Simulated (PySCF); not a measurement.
C7H6F2O (charge +1 and doublet state).
Cartesian coordinates in Å at the GFN2-xTB level; atoms count from 1:
```
atom  x, y, z in Å
F1     2.4572   -1.5484   -0.1589
C2     2.7307   -0.2613    0.0618
F3     3.7280    0.0980   -0.7240
O4     1.6534    0.5580   -0.2801
C5     0.3759    0.2998   -0.1041
C6    -0.1695   -0.8355    0.5582
C7    -1.5315   -0.9837    0.6192
C8    -2.3884   -0.0188    0.0527
C9    -1.8602    1.1149   -0.5868
C10   -0.5049    1.2879   -0.6592
H11    3.0260   -0.1243    1.1230
H12    0.4723   -1.5734    1.0152
H13   -1.9550   -1.8393    1.1242
H14   -3.4594   -0.1469    0.1263
H15   -2.5250    1.8451   -1.0242
H16   -0.0573    2.1368   -1.1547
```

The hyperfine couplings belong to this conformer and change with its torsions.

Identity: `FC(F)O[C+]1[CH]C=CC=C1` [radical] (charge +1).

Method used: UKS B3LYP, pcH-1 on C F H O, non-relativistic, mean-field spin-orbit, GIAO (PySCF). Geometry: GFN2-xTB, one conformer, isolated ion. The geometry wasn't refined by DFT: couplings that depend on bond lengths, twists or pyramidal angles can differ widely from those at the functional's own minimum, by a factor of two or more for some ions and for spin on atoms past the first row. The SCF solution wasn't tested for stability.

Principal values of hyperfine tensors in MHz (contact and dipolar terms together), for some of the nuclei:

```csv
atom,isotope,A1,A2,A3
C8,13C,-2.00,-0.71,100.48
H11,1H,22.79,23.36,29.10
O4,17O,-92.01,10.88,12.13
C9,13C,-28.61,-15.26,-14.19
C7,13C,-14.30,-13.66,-12.21
H16,1H,-20.62,-16.34,-2.93
H12,1H,-13.76,-11.38,-0.29
C10,13C,-7.46,-6.14,37.34
```

**Question.** Split each tensor into its isotropic and traceless parts, and turn a_iso into mT with g = 2.0032.

**Answer.** a_iso is a third of the trace, T = A − a_iso, and a(mT) = a(MHz)/(g × 13.996).

```csv
atom,a_iso (MHz),a_iso (mT),T1,T2,T3
C8,32.59,1.162,-34.59,-33.30,67.89
H11,25.08,0.895,-2.29,-1.72,4.02
O4,-23.00,-0.820,-69.01,33.88,35.13
C9,-19.35,-0.690,-9.26,4.10,5.16
C7,-13.39,-0.478,-0.91,-0.27,1.18
H16,-13.30,-0.474,-7.32,-3.05,10.37
H12,-8.48,-0.302,-5.28,-2.90,8.18
C10,7.91,0.282,-15.37,-14.05,29.43
```

**Question.** What spin density at the nucleus of C9 lies behind its contact coupling (g_N = 1.40482)?

**Answer.** a_FC = 800.24 MHz bohr³ × g_N × ρ(0)/(2S). With a_FC = -19.35 MHz and 2S = 1, ρ(0) = -0.01722 bohr⁻³.

**Question.** H14 (1H, g_N = 5.58569) isn't in the table. Its spin density at the nucleus is -0.006336 bohr⁻³. What is its contact coupling?

**Answer.** By the same relation, a_FC = -28.3 MHz. Its full tensor has the principal values -44.66, -30.50, -9.80 MHz.

**Question.** What first-order splitting does H11 cause when the field lies along A1, A2 or A3 of its tensor (g taken as isotropic, no quadrupole term)?

**Answer.** 2 lines (I = 1/2), spaced by |A_i|/(g × 13.996): 0.81, 0.83, 1.04 mT along the axes of A1, A2 and A3.

The SMILES draws the unpaired electron on C6; the largest computed Mulliken spin population is on C8 (0.44 against 0.10).
